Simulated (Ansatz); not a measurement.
Stepwise reaction of `[SiH3]OB(Cl)Cl` with hydrogen fluoride, as a gas-phase model of exchange steps in deposition or etching. ΔE in kJ/mol.

Program: Ansatz. Geometries: PBE0-D4/def2-TZVP. ΔE: electronic, gas phase. CCSD(T)/CBS adds triple-zeta CCSD(T) − MP2 to the extrapolated MP2 energy (def2 sets, frozen cores). This one scheme is used for every species. DFT in def2-TZVPP. B3LYP here is the variant with VWN-RPA as its local correlation; programs differ in this. One conformer a species, not always the lowest.

| step | reaction | PBE-D4 | B3LYP-D4 | ωB97M-V | CCSD(T)/CBS |
| --- | --- | --- | --- | --- | --- |
| 1 | `[SiH3]OB(Cl)Cl` + H–F → `FB(Cl)O[SiH3]` + HCl | -48.5 | -58.5 | -57.5 | -50.9 |
| 2 | `FB(Cl)O[SiH3]` + H–F → `FB(F)O[SiH3]` + HCl | -55.3 | -64.7 | -64.0 | -60.1 |

Question: By hand: ΔE of the 2 steps together at CCSD(T)/CBS.

Answer: (-50.9) + (-60.1) = -111.0 kJ/mol, or -55.5 kJ/mol a step.

In ΔE each step is lower than the one before. All are downhill at CCSD(T)/CBS. PBE-D4 differs from CCSD(T)/CBS by 2.4 to 4.8 kJ/mol a step. Isolated molecules leave out the surface, adducts and barriers. Largest T1 diagnostic: 0.012.
